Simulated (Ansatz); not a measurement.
Input for Ansatz (a quantum-chemistry and plane-wave program): U-B3LYP-D3(BJ)/def2-TZVP on CHCl (SMILES [CH]Cl), 2S+1 = 3, a spin state set in the input, which need not be the lowest.

Ansatz 0.2 input:
```yaml
crystal:
  periodic: [false, false, false]
  atoms:
    - {symbol: C, position_ang: [-0.23824541, 0.36759983, -0.00000000]}
    - {symbol: Cl, position_ang: [1.32607178, -0.08654235, 0.00000000]}
    - {symbol: H, position_ang: [-1.08782637, -0.28105748, -0.00000000]}
basis:
  gaussian:
    orbitals: def2-TZVP
hamiltonian:
  xc: b3lyp
  dispersion: d3bj
magnetization: {spin_polarized: true, initial_magnetization: 2}
relax: {f_tol: 0.003, max_steps: 120}
```

Question: Give the final energy of this run.

Answer: -498.8102 hartree.

Question: How many basis functions does it have, and what does it roughly cost on one machine?

Answer: 74 functions; very roughly 5 core-seconds.
